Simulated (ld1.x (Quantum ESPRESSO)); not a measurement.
**Sn (Z = 50): PAW pseudisation with LDA (PZ), scalar-relativistic reference atom.**

- Element: Sn (Z = 50)
- Generator: ld1.x (Quantum ESPRESSO) 7.5
- Type: PAW
- Functional: LDA (PZ)
- Relativity: scalar-relativistic
- Frozen core: [Ar] 3d10
- Valence charge: 22
- Reference configuration: 4s2 4p6 4d10 5s2 5p2
- Partial waves: 4s (bound): rcut 1.25, rcutus 1.50 bohr; 5s (bound): rcut 1.25, rcutus 1.50 bohr; 4p (bound): rcut 1.15, rcutus 1.30 bohr; 5p (bound): rcut 1.15, rcutus 1.30 bohr; 4d (bound): rcut 1.50, rcutus 1.90 bohr; 4d channel at 1.35 Ry: rcut 1.50, rcutus 1.90 bohr
- Local potential: all-electron potential smoothed inside 1.55 bohr (lloc = -2)
- Core correction: Bessel-smoothed model core inside 0.80 bohr
- Augmentation charge: BG, radius 1.30 bohr

All-electron outer shells of the reference configuration (LDA (PZ), scalar-relativistic, ld1.x):

```csv
shell,level (eV),outermost node (bohr),outermost maximum (bohr)
3p,-698.39,0.14,0.30
3d,-473.70,–,0.25
4s,-133.65,0.40,0.74
4p,-89.56,0.41,0.79
4d,-25.90,0.39,0.88
5s,-10.81,0.98,2.01
5p,-3.87,1.09,2.55
```

(1) Estimate the cutoffs (Ry, on a coarse ladder) from which the occupation-weighted sum of valence levels, in a spherical-Bessel basis at the reference potential, stays within 10 and 1 mRy of its value at 400 Ry.

(2) What does a ghost test show?

(3) Is the overlap operator S = 1 + Σ q|β⟩⟨β| positive definite (Bessel basis up to 400 Ry)?

(4) Tests: 4s2 4p6 4d10 5s2 5p1; 4s2 4p6 4d10 5s2 5p0; 4s2 4p6 4d10 5s1 5p0; 4s2 4p5 4d10 5s2 5p2; 4s2 4p6 4d10 5s0 5p0; 4s1 4p6 4d10 5s2 5p2; 4s2 4p6 4d10 5s0 5p4. Which has the largest error in its energy relative to the reference configuration, and how large is it?

Answers

(1) 70 Ry and 110 Ry.

(2) No extra level below or beside the all-electron valence levels (s, p, d, f tested).

(3) Yes: its lowest eigenvalue is 0.08 (s channel).

(4) 4s2 4p6 4d10 5s0 5p0, with +232 meV (all-electron minus pseudo) on +94.37 eV.
